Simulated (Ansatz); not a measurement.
Total energies of In8P7Cl3 from Ansatz at PBE-D4/def2-TZVP, gas phase (1 Eh = 27.2114 eV = 2625.5 kJ/mol). The reference geometry is relaxed at r2SCAN-D4/def2-SVP.

```
atom   x (Å)   y (Å)   z (Å)
  P1   2.233  -0.683  -4.232
  P2  -0.079   1.765  -0.802
  P3   3.018  -1.531   0.448
  P4  -0.486  -1.795   2.887
  P5  -1.406  -2.734  -0.878
  P6  -1.825   2.715   3.384
  P7  -4.039  -0.057   0.193
 In8   3.141  -0.985  -2.010
 In9   1.963   0.839   0.394
In10  -0.489   0.675   3.133
In11   0.750   0.810  -2.995
In12  -1.787  -0.149  -1.174
In13   0.610  -2.225   0.527
In14  -2.481  -1.821   1.289
In15  -3.156   1.594   1.758
Cl16   3.810   1.684  -1.064
Cl17   1.995   1.524   2.836
Cl18  -1.774   0.375  -3.694
```

| state | geometry | energy (Eh) |
| --- | --- | --- |
| charge 0 singlet | reference | -5290.32497 |
| charge 1 doublet | reference | -5290.07104 |
| charge -1 doublet | reference | -5290.42664 |
| free P atom (quartet) | – | -341.10299 |
| free In atom (doublet) | – | -190.11735 |
| free Cl atom (doublet) | – | -459.95840 |

In the def2 sets In takes a core potential; there is no spin–orbit coupling. Single mean-field runs in def2-TZVP are fitted with def2-universal-jkfit.

(1) Work out the vertical ionisation energy to the doublet.

(2) Work out the vertical electron affinity, to the doublet.

(3) Give the fundamental gap IE − EA, the Mulliken electronegativity (IE + EA)/2 and the hardness (IE − EA)/2.

(4) What is the binding energy per atom against free atoms?

(1) E(charge 1 doublet) − E(charge 0 singlet) = -5290.07104 − (-5290.32497) = 0.25393 Eh = 6.91 eV. For comparison, −ε of the highest occupied level is 5.25 eV at this level, 1.66 eV less.

(2) E(charge 0 singlet) − E(charge -1 doublet) = -5290.32497 − (-5290.42664) = 0.10167 Eh = 2.77 eV. The basis lacks diffuse functions, which makes affinities too small.

(3) From the values in Eh: IE − EA = 0.25393 − 0.10167 = 0.15226 Eh = 4.14 eV; (IE + EA)/2 = 4.84 eV; (IE − EA)/2 = 2.07 eV. The HOMO–LUMO gap of the same run is 1.06 eV, 3.08 eV smaller than the fundamental gap.

(4) Atoms: 7 × (-341.10299) + 8 × (-190.11735) + 3 × (-459.95840) = -5288.53493 Eh. Binding: -5288.53493 − (-5290.32497) = 1.79004 Eh = 48.71 eV, or 2.71 eV for each of 18 atoms (no zero-point energy, no counterpoise term).

At PBE-D4/def2-TZVP the gap within one spin of the charge 1 doublet nearly closes, so an electron or hole may be smeared out by delocalisation error.
